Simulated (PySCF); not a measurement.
Correlation energy of F+ (fluorine, charge +1)

[He] 2s2 2p3 3s1, high-spin 5S determinant (an excited configuration). All numbers are calculated (PySCF 2.14, scalar relativity by spin-free X2C-1e, in aug-cc-pVQZ-DK). Frozen: 1s2; 6 electrons correlated.

```json
{"level": "CCSD", "correlation energy (mhartree)": "-134.72"}
{"level": "(T)", "correlation energy (mhartree)": "-2.12"}
{"level": "CCSD(T)", "correlation energy (mhartree)": "-136.84"}
```

Diagnostics: T1 = 0.0060, D1 = 0.0183, largest double amplitude 0.033.

The outer electron is Rydberg-like, and this basis confines it to a smaller radius and binds it less than a complete one would.

Cost of the coupled-cluster step: about 29 core-seconds, for 6 correlated electrons.

Iterations:

```
CC2 = 0
CCSD nocc = (np.int64(5), np.int64(1)), nmo = (79, 79)
frozen orbitals [[0], [0]]
max_cycle = 100
direct = 0
conv_tol = 1e-08
conv_tol_normt = 1e-06
diis_space = 8
diis_start_cycle = 0
Init t2, MP2 energy = -0.12021717561433
Init E_corr(UCCSD) = -0.120217175617916
cycle = 1  E_corr(UCCSD) = -0.131473375609533  dE = -0.0112562  norm(t1,t2) = 0.025753
cycle = 2  E_corr(UCCSD) = -0.133703719617191  dE = -0.00223034401  norm(t1,t2) = 0.00947252
cycle = 3  E_corr(UCCSD) = -0.134795552602604  dE = -0.00109183299  norm(t1,t2) = 0.00408434
cycle = 4  E_corr(UCCSD) = -0.134715998206846  dE = 7.95543958e-05  norm(t1,t2) = 0.000553275
cycle = 5  E_corr(UCCSD) = -0.134724040336716  dE = -8.04212987e-06  norm(t1,t2) = 8.86067e-05
cycle = 6  E_corr(UCCSD) = -0.13472385920262  dE = 1.81134096e-07  norm(t1,t2) = 1.24513e-05
cycle = 7  E_corr(UCCSD) = -0.134723825227896  dE = 3.39747239e-08  norm(t1,t2) = 2.80828e-06
cycle = 8  E_corr(UCCSD) = -0.134723846448534  dE = -2.12206378e-08  norm(t1,t2) = 4.83036e-07
cycle = 9  E_corr(UCCSD) = -0.134723844502693  dE = 1.94584085e-09  norm(t1,t2) = 6.94873e-08
UCCSD converged
E(UCCSD) = -98.30096337024008  E_corr = -0.1347238445026934
UCCSD(T) correction = -0.0021243629900159
```
